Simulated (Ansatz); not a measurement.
Stretching the B1–F3 bond in BClFH (SMILES FBCl) (multiplicity 1 held, fragments rigid). Energies count from the point at 1.315 Å.
Geometry at that point (charge 0, multiplicity 1):
```xyz
4

B     -0.07934    -0.65470     0.43067
H     -0.79952    -1.57852     0.61105
F      1.03255    -0.53453     1.12258
Cl    -0.47628     0.56840    -0.75692
```

R- and RO- levels are restricted; in cc, def2 and unpolarised 6-31G sets they are followed outwards from rest. Unrestricted levels (U-) break spin symmetry where that is lower. Curves can end on different states.

Frozen-core correlation.

The values were computed with Ansatz (a program for electronic structure) with Gaussian orbitals. 

Energies in eV.

```csv
R (Å),R-MP2/cc-pV(D+d)Z,U-MP2/cc-pV(D+d)Z,U-SCS-MP2/cc-pV(D+d)Z,U-CCSD(T)/cc-pV(D+d)Z,R-CCSDT/cc-pV(D+d)Z,R-CCSDT(Q)/cc-pV(D+d)Z
1.052,3.15,3.15,3.15,3.16,3.17,3.17
1.184,0.65,0.65,0.65,0.66,0.66,0.66
1.315,0.00,0.00,0.00,0.00,0.00,0.00
1.447,0.22,0.22,0.21,0.21,0.21,0.20
1.578,0.83,0.83,0.82,0.81,0.80,0.80
1.775,2.01,2.01,1.99,1.97,1.95,1.94
1.973,3.20,3.20,3.16,3.12,3.11,3.09
2.301,4.92,5.93,5.86,4.81,4.71,4.67
2.630,6.23,6.77,6.64,6.00,5.81,5.74
3.025,7.36,7.05,6.91,6.66,6.53,6.42
3.551,8.27,7.15,7.00,6.84,6.86,6.68
4.208,8.62,7.19,7.03,6.88,6.94,6.69
```

Doubts at one or more of the structures used: a restricted determinant that unrestricted orbitals would lower (R-MP2/cc-pV(D+d)Z, R-CCSDT/cc-pV(D+d)Z, R-CCSDT(Q)/cc-pV(D+d)Z); a spin-contaminated determinant (U-MP2/cc-pV(D+d)Z, U-SCS-MP2/cc-pV(D+d)Z, U-CCSD(T)/cc-pV(D+d)Z); T1 above 0.05 (U-CCSD(T)/cc-pV(D+d)Z, R-CCSDT/cc-pV(D+d)Z, R-CCSDT(Q)/cc-pV(D+d)Z); other coupled-cluster roots lie near (R-CCSDT/cc-pV(D+d)Z, R-CCSDT(Q)/cc-pV(D+d)Z).
